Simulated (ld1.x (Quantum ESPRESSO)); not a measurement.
**Varying the TM potential for Tm**

Base potential:

* Element: Tm (Z = 69)
* Generator: ld1.x (Quantum ESPRESSO) 7.5
* Type: norm-conserving Troullier–Martins (Kleinman–Bylander form)
* Functional: PBEsol
* Relativity: scalar-relativistic
* Frozen core: [Kr] 4d10
* Valence charge: 23
* Reference configuration: 4f13 5s2 5p6 5d0 6s1 6p0 (charge +1)
* Partial waves: 5p (bound): rc 2.35 bohr; 5d (bound, empty): rc 3.30 bohr; 4f (bound): rc 1.00 bohr; 5s (bound): rc 1.50 bohr
* Local potential: the s channel
* Core correction: none

Occupied shells without a wave of their own: 6s. They enter only through the test configuration that unscreens the potential.

Cutoffs, loose and tight: the cutoffs (Ry, on a coarse ladder) from which the occupation-weighted sum of valence levels, in a spherical-Bessel basis at the reference potential, stays within 10 and 1 mRy of its value at 400 Ry. They do not see the model core or the augmentation charge, which bear on the density cutoff. Test errors are all-electron minus pseudo excitation energies from the reference, over the configurations 4f13 5s2 5p6 5d0 6s2 6p0; 4f13 5s2 5p6 5d0 6s0 6p0; 4f12 5s2 5p6 5d0 6s0 6p0; 4f12 5s2 5p6 5d1 6s2 6p0; 4f12 5s2 5p6 5d0 6s2 6p0; 4f13 5s2 5p6 5d1 6s1 6p0; 4f13 5s2 5p6 5d0 6s0 6p2. A dash means not determined; rows that change the core or the reference have their own tests. The largest error is taken over the tests solved by every variant that gives reliable tests at all: 4f12 5s2 5p6 5d0 6s0 6p0; 4f12 5s2 5p6 5d0 6s2 6p0; 4f12 5s2 5p6 5d1 6s2 6p0; 4f13 5s2 5p6 5d0 6s0 6p0; 4f13 5s2 5p6 5d0 6s0 6p2; 4f13 5s2 5p6 5d0 6s2 6p0.

On the changes marked as counting shells twice: ld1.x takes every shell without a wave as core, so the model core holds the marked electrons as well and exchange and correlation see them twice. This cancels in the reference configuration, but the file is broken for other ones, and its errors say nothing about a proper core correction.

| change | outcome | cutoff, loose | cutoff, tight | bound ghosts | largest test error (meV) |
| --- | --- | --- | --- | --- | --- |
| base | generated, misses its reference levels by 0.19 eV | over 300 Ry | over 300 Ry | none | -447 |
| wave 5d (bound): rc 3.30 bohr becomes 5d (bound): rc 4.18 bohr | generated, misses its reference levels by 0.19 eV | over 300 Ry | over 300 Ry | none | -447 |
| wave 5p (bound): rc 2.35 bohr becomes 5p (bound): rc 2.18 bohr | generated, misses its reference levels by 0.19 eV | over 300 Ry | over 300 Ry | none | -453 |
| core correction a·sin(br)/r model core inside 0.62 bohr (6s counted twice) | generated, misses its reference levels by 0.19 eV | over 300 Ry | over 300 Ry | none | -728 |
| wave 5s (bound): rc 1.50 bohr becomes 5s (bound): rc 1.68 bohr | generated, misses its reference levels by 0.42 eV | over 300 Ry | over 300 Ry | none | -945 |

Question: What comes out with this change to the base: all radii scaled by about 1.04 (s 1.56, p 2.42, d 3.42, f 1.04 bohr)?

Answer: outcome: generated, misses its reference levels by 0.23 eV; cutoff, loose: over 300 Ry; cutoff, tight: over 300 Ry; bound ghosts: none; largest test error (meV): -531.

Question: What comes out with this change to the base: local potential all-electron potential smoothed inside 1.45 bohr (lloc = -1)?

Answer: outcome: generated, misses its reference levels by 0.33 eV; cutoff, loose: over 300 Ry; cutoff, tight: over 300 Ry; bound ghosts: none; largest test error (meV): +841.
